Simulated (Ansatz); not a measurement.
Cost and result up the ladder for Hg3H12Se3 (18 atoms). Total charge 0; singlet. Geometry: PBE-D4/def2-SVP.

```xyz
18

Hg   -3.205   -1.929   -1.339
Hg    0.667    0.270    3.905
Hg    2.539    1.655   -2.569
Se   -0.399   -0.163   -2.338
Se    1.915    1.167    0.802
Se   -1.529   -0.982    1.539
H    -2.362   -3.369   -1.395
H    -4.122   -0.535   -1.315
H     1.549   -1.148    3.885
H    -0.198    1.693    4.015
H     3.443    0.254   -2.640
H     1.695    3.095   -2.558
H    -0.014   -1.138   -3.387
H    -1.127    0.665   -3.330
H     3.301    0.740    1.113
H     2.224    2.565    1.190
H    -1.630   -2.319    2.173
H    -2.747   -0.519    2.248
```

Ansatz on 4 threads of AMD EPYC 9R45 on a shared host. Times are rough, and most runs start from the orbitals of an earlier one. PBE0-D4/def2-TZVP serves as the yardstick here, not as an exact answer. Differences are given only for rows in sets of like size (and for xTB, whose basis is part of the method), since another set adds its own error. Binding counts from free atoms at the same level (Hg singlet, Se triplet, H doublet; other spins of the atoms weren't run), without zero-point energy or a counterpoise term.

In the def2 sets Hg takes a core potential; there is no spin–orbit coupling. Correlated methods freeze 27 core orbitals; core or outer-core shells of Hg, Se are correlated, in sets that lack core-valence functions. The rows differ in basis, and correlated rows in double-zeta sets carry the largest basis error. In the singlet geometry the species has come apart into loosely held pieces.

Correlated methods converge slowly with the basis, most of all in double-zeta sets.

```tsv
level	functions	wall time
PBE-D4/def2-SVP	252	1.7 s
PBE-D4/def2-TZVP	345	2.7 s
PBE0-D4/def2-SVP	252	3.6 s
PBE-D4/def2-TZVPD	417	4.2 s
MP2/def2-SVP	252	4.6 s
r2SCAN-D4/def2-TZVP (with forces)	345	6 s
PBE0-D4/def2-TZVP	345	7 s
r2SCANh-D4/def2-TZVP	345	10 s
```

Task: Estimate what each level gives for the binding energy per atom (eV).

Result: 
```csv
level,binding energy per atom (eV),difference from PBE0-D4/def2-TZVP (eV)
PBE-D4/def2-SVP,1.82,–
PBE-D4/def2-TZVP,1.84,0.02
PBE0-D4/def2-SVP,1.79,–
PBE-D4/def2-TZVPD,1.84,0.02
MP2/def2-SVP,1.60,–
r2SCAN-D4/def2-TZVP (with forces),1.87,0.05
PBE0-D4/def2-TZVP,1.82,0.00
r2SCANh-D4/def2-TZVP,1.86,0.04
```
